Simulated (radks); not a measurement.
Removal energies from the bismuth ion Bi8+, [Xe] 4f14 5d7, by Delta-SCF beside the eigenvalue of the level emptied. Calculated with a radial shooting solver on a logarithmic mesh with Libxc functionals: non-relativistic Kohn-Sham, PBE, spin-polarised, spherical densities, point nucleus. Open shells are filled with parallel spins first.

| removed from | final configuration | Delta-SCF (eV) | -eigenvalue (eV) |
|---|---|---|---|
| 5d | [Xe] 4f14 5d6 | 145.36 | 135.92 |
| 5p | [Kr] 4d10 4f14 5s2 5p5 5d7 | 208.79 | 198.27 |
| 5s | [Kr] 4d10 4f14 5s1 5p6 5d7 | 246.23 | 235.28 |
| 4f | [Xe] 4f13 5d7 | 307.67 | 288.83 |
